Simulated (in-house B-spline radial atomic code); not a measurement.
Results of a calculation; reference values are marked as such.
I in an electron gas of r_s = 2.07: phase shifts, screening, friction and resistivity

A nucleus sits in a uniform electron gas with a rigid positive background. The Kohn-Sham equations are solved self-consistently in the spin-unpolarised LDA (PW92), non-relativistic, on B-splines with outgoing waves at the boundary and partial waves to l = 8. The model has no lattice, no bands and no magnetic solution. Atomic units; δ_l are the phase shifts at the Fermi level, counted so that each bound state adds π, and good to about 0.0005.

The density parameter is r_s = 2.07 bohr, near that of the valence electrons of Al (3 per atom, density 2.7 g/cm³, mass 26.98 u, which gives r_s = 2.07).

```json
{"l": "0", "δ_l (rad)": "13.6024"}
{"l": "1", "δ_l (rad)": "11.0866"}
{"l": "2", "δ_l (rad)": "7.0171"}
{"l": "3", "δ_l (rad)": "0.1552"}
{"l": "4", "δ_l (rad)": "0.0192"}
{"l": "5", "δ_l (rad)": "0.0035"}
{"l": "6", "δ_l (rad)": "0.0007"}
{"l": "7", "δ_l (rad)": "0.0003"}
{"l": "8", "δ_l (rad)": "0.0001"}
```

Bound levels below the band bottom (hartree): s -5.762, p -4.22, d -1.591, s -0.3019, p -0.01318 and deeper ones.

Problem. Check the Friedel sum rule, and say where the screening charge sits.

Solution. k_F = (9π/4)^(1/3)/r_s = 0.92713. The rule is Z = (2/π) Σ (2l + 1) δ_l. The terms are s 8.660, p 21.174, d 22.336, f 0.692 and 0.144 beyond, in all 53.005 against Z = 53. Bound states hold 10 s, 24 p, 20 d electrons, so the scattering states carry -0.99 in all; where a term is smaller than its bound count, the bound level has drawn weight out of the band.

Problem. Find the transport cross section and the electronic stopping of a 5 keV I ion (mass 126.9 u).

Solution. σ_tr = (4π/k_F²) Σ (l + 1) sin²(δ_l − δ_(l+1)). The terms for l = 0 to 3 are 0.3431, 1.2812, 0.8975, 0.0735, all together 2.5965, so σ_tr = 14.619 × 2.5965 = 37.960 bohr². With n = 3/(4π r_s³) = 0.02692, the friction coefficient is Q = n k_F σ_tr = 0.9472. For v well below v_F = 0.927, dE/dx = Q v; with 24801 eV per u at v = 1, v = √(5000/(24801 × 126.9)) = 0.0399, so dE/dx = 0.03776 hartree/bohr = 19.4 eV/nm. The largest term couples the p and d waves.

Problem. What residual resistivity would 1 atomic per cent of such centres give in Al?

Solution. Δρ = k_F n_i σ_tr/n in atomic units of 21.74 μΩ·cm. With one host atom per 3 electrons, n_i/n = 0.01/3, so Δρ = 0.9271 × 0.00333 × 37.960 × 21.74 = 2.55 μΩ·cm. This is an atom added to the gas, as on an interstitial site.

Problem. On a substitutional site the background of one host ion, a sphere holding 3 charges, is taken out. The phase shifts for l = 0 to 4 become 13.3580, 10.7377, 6.5170, 0.0478, 0.0048. What follows?

Solution. The Friedel sum is now 50.01, for Z − 3 = 50. The sum in σ_tr is 1.9123, so σ_tr = 27.96 bohr² and Δρ = 1.88 μΩ·cm per atomic per cent, 0.74 times the value above. A real host ion scatters too, so this model doesn't give zero even for the host's own atom.
